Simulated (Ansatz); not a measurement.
Z-matrix (Å, degrees):
```
Si
N 1 1.730
O 1 1.638 2 107.8
H 1 1.484 2 112.5 3 -117.6
H 1 1.490 2 109.3 3 122.2
Si 2 1.705 1 126.2 3 -0.7
H 2 1.011 1 118.2 3 179.1
H 3 0.964 1 116.5 2 34.7
O 6 1.640 2 104.9 1 -162.2
O 6 1.654 2 109.7 1 -40.3
H 6 1.478 2 115.6 1 75.2
H 9 0.958 6 117.4 2 -161.0
H 10 0.961 6 115.8 2 -70.0
```

Total charge 0; spin multiplicity 1.

(1) List the PBE/def2-TZVPP orbital energies in eV (Ansatz). (An estimate is asked.)

Answers

(1) The calculation gave: Occupied: -1780.57, -1780.02, -510.63, -510.54, -510.02, -380.00, -138.13, -137.64, -94.91, -94.88, -94.83, -94.42, -94.37, -94.34, -25.63, -25.13, -24.80, -20.96, -14.46, -13.73, -13.26, -11.99, -11.38, -10.19, -9.74, -9.39, -8.98, -8.42, -8.20, -8.10, -7.69, -7.20, -6.29. Lowest empty: -0.38, -0.28, 0.14, 0.58, 1.17, 1.53, 1.72, 1.99.
